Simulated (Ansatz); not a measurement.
Reaction (substitution at a C–Al bond): `C[O][Al]([CH3])[Cl]` + `[Cl][SnH]([Cl])[SeH]` → `C[Se][SnH]([Cl])[Cl]` + `C[O][AlH][Cl]`

Gas-phase electronic energies from Ansatz, PBE0-D4/def2-TZVP geometries. CBS: MP2 limit from def2 TZ/QZ plus the TZ coupled-cluster correction, frozen cores. DFT in def2-TZVPP. Elements past krypton have def2 core potentials. For Se, Sn outer-core shells are correlated without core-valence functions, which leaves a few kJ/mol of doubt a bond. Scalar relativity is left out up to krypton. One conformer a species, not always the lowest.

| level | ΔE (kcal/mol) |
| --- | --- |
| B97M-V | 11.0 |
| ωB97X-V | 11.3 |
| MP2/def2-TZVPP | 10.6 |
| CCSD/def2-TZVPP | 11.5 |

Problem. What does CCSD(T)/CBS give? (Best estimate.)

Solution. The calculation gave: +11.2 kcal/mol. The listed levels differ from it by -0.2, 0.1, -0.6, 0.3 kcal/mol.

Largest T1 diagnostic among the species: 0.011.

The D4 term adds −1.3 kcal/mol with B3LYP and −0.7 kcal/mol with PBE0; it sums over pairs of atoms, weighted by their polarisabilities, and B3LYP, whose exchange is more repulsive, gets the larger term. Leaving LDA and LC-ωPBE aside and taking each functional with its dispersion term where it has one, the values, not all of them listed here, spread over 2.2 kcal/mol, from revPBE-D4 to r2SCAN0-D4.

CCSD(T)/CBS has its own doubt, a few kJ/mol and more with outer-core shells, so smaller differences from it don't rank the levels.

B3LYP here is the variant with VWN-RPA as its local correlation; programs differ in this.
